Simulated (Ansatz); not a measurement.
AlH6NSSi (`[NH2][AlH][SiH2]S`), 10 atoms. Total charge 0; spin multiplicity 1. All runs use 2 threads of an Intel Xeon 6975P-C on a shared host. Correlated methods freeze the cores.

Question: How many basis functions does each run have, and how long does it take in Ansatz? RKS PBE0-D4/def2-TZVP relaxation (18 steps); RHF-CCSD(T)/def2-TZVPP energy; RKS BHLYP-D4/def2-TZVPP energy; RHF-MP2/def2-QZVPP energy; RKS ωB97M-V/def2-QZVPP energy; RKS PBE0-D4/def2-TZVP frequencies; RKS PBE0-D4/def2-SVP energy; RKS B97M-V/def2-TZVPP energy; RKS SPW92 (LDA)/def2-TZVPP energy; RKS ωB97M-V/def2-SVP energy; RKS revPBE-D4/def2-TZVPP energy; RHF-CCSD(T)/def2-SVP energy. (Best estimate.)

Answer: The calculation gave: Other jobs shared the machine, so times are rough.

```csv
level,job,functions,wall time,peak host memory (GiB)
RKS PBE0-D4/def2-SVP,energy,98,1.4 s,0.2
RKS SPW92 (LDA)/def2-TZVPP,energy,241,1.4 s,0.31
RKS revPBE-D4/def2-TZVPP,energy,241,2.5 s,0.32
RHF-CCSD(T)/def2-SVP,energy,98,3.2 s,0.33
RKS BHLYP-D4/def2-TZVPP,energy,241,4.3 s,0.62
RKS ωB97M-V/def2-SVP,energy,98,4.4 s,0.32
RKS B97M-V/def2-TZVPP,energy,241,8.5 s,0.41
RKS ωB97M-V/def2-QZVPP,energy,447,21 s,1.8
RHF-MP2/def2-QZVPP,energy,447,21 s,2.3
RKS PBE0-D4/def2-TZVP,relaxation (18 steps),178,67 s,0.46
RHF-CCSD(T)/def2-TZVPP,energy,241,2.1 min,1.9
RKS PBE0-D4/def2-TZVP,frequencies,178,2.7 min,0.45
```
